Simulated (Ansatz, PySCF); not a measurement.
The pair A = H2O (SMILES O) (first 3 atoms), B = CH2O (SMILES C=O); geometry from B3LYP-D3(BJ)/def2-TZVP.
(charge 0, multiplicity 1):
```
atom    x (Å)    y (Å)    z (Å)
----  -------  -------  -------
O     -0.1503   0.4376  -0.1146
H      0.4921   0.1685  -0.7793
H     -0.5236  -0.3821   0.2299
C     -0.0020   0.5721   2.6986
O     -0.4059  -0.5484   2.8593
H      1.0775   0.8120   2.6998
H     -0.6841   1.4276   2.5472
```

Frozen-core correlation. CBS(a, b) extrapolates the correlation energy as X⁻³ and adds the Hartree–Fock energy of set b.

Codes used: Ansatz (an electronic-structure program); PySCF for the dispersion terms. Each number belongs to the level named beside it.

The monomers are drawn apart, rigid, along the line of their centres of mass. Counterpoise-corrected interaction energies (kcal/mol):

| level | R = 4.063 Å | R = 5.191 Å |
|---|---|---|
| PBE/def2-TZVPPD | -1.2039 | -0.4904 |
| PBE-D3(BJ)/def2-TZVPPD | -1.4372 | -0.5533 |
| wB97M-V/def2-TZVPPD | -1.4085 | -0.5894 |
| CCSD(T)/CBS(aug-cc-pVDZ, aug-cc-pVTZ) | -1.3778 | -0.5640 |

Question: R is the distance of the centres of mass. Find the local exponent m of E ∝ R⁻ᵐ between the two points.

Answer: 
m = ln(E₁/E₂)/ln(R₂/R₁): PBE/def2-TZVPPD 3.7; PBE-D3(BJ)/def2-TZVPPD 3.9; wB97M-V/def2-TZVPPD 3.6; CCSD(T)/CBS(aug-cc-pVDZ, aug-cc-pVTZ) 3.6. For scale, two fixed dipoles give m = 3, dipole and quadrupole 4, quadrupoles 5, and dispersion or dipole-induced dipole 6 at long range; at these distances several terms mix, and what is left of overlap and damping shifts m, so it need not match one of them.
